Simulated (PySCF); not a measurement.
W(O)2(NH2)2 (H4N2O2W), SMILES [NH2][W]([NH2])(=[O])=[O], multiplicity 1.

Geometry optimised at B3LYP-D3(BJ)/def2-SVP. The multiplicity is an assumed one; other spin states were not compared. The def2 effective core potentials stand for the cores of W; spin–orbit coupling is left out. Other conformers were not sampled.

Calculation: CAM-B3LYP/def2-TZVP in PySCF.

Symmetry labels are those of the subgroup C2v that the program uses (full group C2v).

Computed valence orbital energies around the gap with their symmetry:
| orbital | symmetry | energy (eV) |
|---|---|---|
| HOMO−7 | A1 | -12.85 |
| HOMO−6 | B2 | -12.46 |
| HOMO−5 | A1 | -11.98 |
| HOMO−4 | A2 | -11.91 |
| HOMO−3 | B1 | -10.92 |
| HOMO−2 | A1 | -10.20 |
| HOMO−1 | B2 | -10.01 |
| HOMO | B1 | -9.20 |
| LUMO | A2 | -0.19 |
| LUMO+1 | A1 | 0.10 |
| LUMO+2 | A1 | 0.60 |
| LUMO+3 | B1 | 1.04 |
